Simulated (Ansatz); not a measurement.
Relaxation of CH4BNO (8 atoms, charge 0, multiplicity 1), to a largest force component of 0.015 eV/Å in at most 40 steps.

Level of theory: Ansatz, RHF/def2-SVP.

```xyz
8
Properties=species:S:1:pos:R:3
B -1.058 0.755 -0.119
C 0.270 -0.040 -0.514
N 0.874 -0.727 0.499
O 0.761 -0.070 -1.632
H -1.615 1.357 -0.945
H -1.450 0.721 0.979
H 0.504 -0.745 1.432
H 1.713 -1.251 0.301
```

Task: Where does it end, and by what steps?

Result: The forces met the threshold. After 5 steps the energy has fallen by 0.079 eV; H6 moved furthest, 0.05 Å.

```
step  energy less start (eV)  largest force component (eV/Å)  accepted
   0                  0.0000                           1.944       yes
   1                 -0.0716                           0.572       yes
   2                 -0.0785                           0.082       yes
   3                 -0.0786                           0.073       yes
   4                 -0.0789                           0.027       yes
   5                 -0.0790                           0.007       yes
```

```xyz
8
Properties=species:S:1:pos:R:3
B -1.058 0.756 -0.123
C 0.289 -0.057 -0.504
N 0.892 -0.742 0.500
O 0.726 -0.050 -1.620
H -1.613 1.369 -0.982
H -1.488 0.739 0.997
H 0.527 -0.755 1.427
H 1.725 -1.260 0.304
```

Run time: 9 s on 1 thread of Arm Neoverse V2 (shared host), peak memory 0.13 GiB.
